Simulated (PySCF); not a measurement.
C6H11O2, SMILES CC[CH]COC(C)=O, doublet at its GFN2-xTB optimised geometry (Å):

```
19

C      2.9790     2.1511    -2.7003
C      2.4477     1.3771    -1.4955
C      0.9851     1.5108    -1.3343
C      0.3123     1.3210    -0.0401
O     -0.3750     0.0372     0.0000
C     -1.7064     0.0372     0.0000
C     -2.2412    -1.3736     0.0121
O     -2.3890     1.0282     0.0000
H      4.0529     2.0128    -2.7978
H      2.5021     1.8069    -3.6147
H      2.7755     3.2129    -2.5859
H      2.9524     1.7088    -0.5827
H      2.7106     0.3148    -1.6253
H      0.3686     1.5807    -2.2148
H     -0.4576     2.0857     0.1370
H      1.0239     1.3019     0.7889
H     -1.4287    -2.0857    -0.0870
H     -2.9524    -1.4922    -0.8015
H     -2.7692    -1.5404     0.9482
```

Method: unrestricted CAM-B3LYP/def2-SVP (PySCF 2.14.0). Cells within 0.4 Å of a nucleus heavier than hydrogen are left out (blank, or x).

Map of the deformation density (molecule minus spherical neutral atoms) (e/bohr³) on the plane z = 0.0 Å:

```
|111111111111111111111111111|
|111111111111111111111111111|
|111111111111111111111111111|
|111111111111111111111111111|
|111111111111111111111111111|
|111111111111111111111111111|
|111111111111111111111111111|
|111111111111321001111111111|
|111111122112871000111111111|
|1111112531114xx210011111111|
|111113xx51001xx410111111111|
|111113xx6100230011111111111|
|111111259x22x20001111111111|
|11111101xx6xxx0111111111111|
|111110028410651111111111111|
|111110047300121111111111111|
|1111112xx100111111111111111|
|1111123xx421111111111111111|
|111111116821111111111111111|
|111111013311111111111111111|
|111111111111111111111111111|
|111111111111111111111111111|
|111111111111111111111111111|
|111111111111111111111111111|
|111111111111111111111111111|
|111111111111111111111111111|
|111111111111111111111111111|
```
Scale: ten equal steps from -0.023 (start of '0') to 0.114 (end of '9'), in the order '0123456789'; x runs from -5.00 to 5.00, y from -5.00 (bottom) to 5.00 (top).
